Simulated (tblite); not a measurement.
C3H8FSi (doublet state).
SMILES with atom numbers: `[CH2:1][CH2:2][CH2:3][SiH2:4][F:5]` (hydrogens: H6, H7 on C1; H8, H9 on C2; H10, H11 on C3; H12, H13 on Si4)

A start from a force field or distance geometry was refined with tblite 0.8.0, GFN2-xTB geometry optimisation, gas phase. Values at the start:

```
  coordinate    start
       C1–C2  1.477 Å
       C1–H6  1.093 Å
       C2–C3  1.528 Å
       C2–H8  1.097 Å
      C3–Si4  1.854 Å
      C3–H10  1.096 Å
      Si4–F5  1.620 Å
     Si4–H12  1.490 Å
    C1–C2–C3   112.7°
   C2–C3–Si4   116.0°
   C3–Si4–F5   108.0°
C2–C3–Si4–F5     -59°
```

How do these coordinates change at the GFN2-xTB level?

```json
{"coordinate": "C3–Si4", "GFN2-xTB (Å or °)": "1.897", "change": "+0.043"}
{"coordinate": "Si4–H12", "GFN2-xTB (Å or °)": "1.456", "change": "-0.034"}
{"coordinate": "C2–C3", "GFN2-xTB (Å or °)": "1.555", "change": "+0.027"}
{"coordinate": "C1–H6", "GFN2-xTB (Å or °)": "1.073", "change": "-0.020"}
{"coordinate": "C1–C2", "GFN2-xTB (Å or °)": "1.468", "change": "-0.009"}
{"coordinate": "Si4–F5", "GFN2-xTB (Å or °)": "1.613", "change": "-0.007"}
{"coordinate": "C3–H10", "GFN2-xTB (Å or °)": "1.091", "change": "-0.005"}
{"coordinate": "C2–H8", "GFN2-xTB (Å or °)": "1.093", "change": "-0.004"}
{"coordinate": "C2–C3–Si4", "GFN2-xTB (Å or °)": "112.7", "change": "-3.3"}
{"coordinate": "C1–C2–C3", "GFN2-xTB (Å or °)": "110.5", "change": "-2.2"}
{"coordinate": "C3–Si4–F5", "GFN2-xTB (Å or °)": "107.0", "change": "-1.0"}
{"coordinate": "C2–C3–Si4–F5", "GFN2-xTB (Å or °)": "-52", "change": "+7"}
```

The energy falls by 2.3 kcal/mol over 108 L-BFGS steps, the largest force on an atom goes from 1.20 to 0.010 eV/Å, and the atoms move by 0.333 Å rms after alignment. The bond that changes most is C3–Si4 (ends: carbon bonded to C, Si and 2 H; silicon bonded to C, F and 2 H), which lengthens by 0.043 Å. Bonds longer at the end by more than 0.005 Å: 2 of 12; shorter: 8. Among the dihedrals that turn most is H7–C1–C2–H9, from -84° to -158°. Rotational constants go from 9485, 1802, 1642 to 9217, 1854, 1664 MHz.

The run took 0.48 s wall on an Arm Neoverse V1 with one thread, no GPU, shared host with 32 logical CPUs at a one-minute load of 26.

Its GFN2-xTB frequencies are all real (lowest 55 cm⁻¹).

One conformer stands for the species.

These are computed values.
